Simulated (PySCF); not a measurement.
Computed properties of CHO, SMILES [C][OH+]

CHO, SMILES [OH+][C] (connectivity only; charge and spin as stated), charge +1, multiplicity 1. The structure is a stationary point at PBE0-D3(BJ)/def2-TZVPD. One conformer was computed; it need not be the lowest. All values are computed for the isolated molecule unless a solvent is named; none is compared with measurement here.

**Structure.** The optimised structure has C∞v symmetry. All 4 harmonic modes at PBE0-D3(BJ)/def2-TZVPD (PySCF) are real, so it is a minimum.

**Vibrations.** The strongest infrared lines (harmonic, unscaled, degenerate partners summed) lie at 3450 cm⁻¹ (978 km/mol, H 91 %, O 8 %), 198 cm⁻¹ (487 km/mol, H 78 %, O 17 %), 1987 cm⁻¹ (150 km/mol, C 58 %, O 36 %). The softest mode is at 198 cm⁻¹ and the zero-point energy is 8.3 kcal/mol.

**Electronic structure.** PBE0/def2-TZVPD (PySCF) places the frontier levels at -19.29 and -9.75 eV, a gap of 9.54 eV and a mean polarisability of 11.2 bohr³. PBE/def2-TZVPD (PySCF) at the same geometry gives -17.54 and -11.15 eV, so its gap is 3.15 eV narrower. An orbital gap is neither the optical nor the fundamental gap.

**Excitations.** TDDFT-ωB97X/def2-TZVPD (PySCF) has S1 at 8.33 eV (149 nm, f = 0.187, bright); the most intense of the 10 singlets computed lies at 15.27 eV (f = 0.46). Strengths of degenerate partners are summed. T1 (TDA) is at 5.18 eV. TDDFT-PBE/def2-TZVPD (PySCF) puts S1 at 8.21 eV. No vertical singlet excitation falls in the visible range (under 3.1 eV).

**NMR.** GIAO shifts at B3LYP/pcSseg-2 (PySCF) (non-relativistic, atoms alike by connectivity averaged): ¹³C at 207.2 ppm against TMS; ¹H at 11.0 ppm against TMS.
